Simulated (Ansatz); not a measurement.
Basis sets compared for the cluster ZrAl₆⁺. The state is a doublet with charge 1. Geometry B3LYP-D4/def2-SVP. Ansatz on 4 threads of Arm Neoverse V2 on a shared host; times are rough, and most runs start from earlier orbitals.

```xyz
7

Zr    0.209   -2.282   -0.593
Al   -0.560   -0.845    1.655
Al    0.450    1.588    1.577
Al   -0.784    2.049   -0.631
Al   -1.811   -0.377   -0.593
Al    1.873   -0.302    0.416
Al    0.622    0.169   -1.831
```

In the def2 sets Zr takes a core potential; there is no spin–orbit coupling. Another isomer (doublet) lies 0.10 eV lower at PBE0-D4/def2-TZVP.

| level | functions | energy (Eh) | HOMO (eV) | LUMO (eV) | wall time |
| --- | --- | --- | --- | --- | --- |
| PBE-D4/def2-SVP | 139 | -1500.1681 | -7.97 | -7.48 | 7 s |
| PBE0-D4/def2-SVP | 139 | -1500.2469 | -8.87 | -6.79 | 11 s |

**Question.** Estimate the rows for PBE-D4/def2-TZVP, PBE0-D4/def2-TZVP.

**Answer.** 
| level | functions | energy (Eh) | HOMO (eV) | LUMO (eV) | wall time |
| --- | --- | --- | --- | --- | --- |
| PBE-D4/def2-TZVP | 262 | -1500.7025 | -7.85 | -7.37 | 14 s |
| PBE0-D4/def2-TZVP | 262 | -1500.7749 | -8.74 | -6.66 | 47 s |
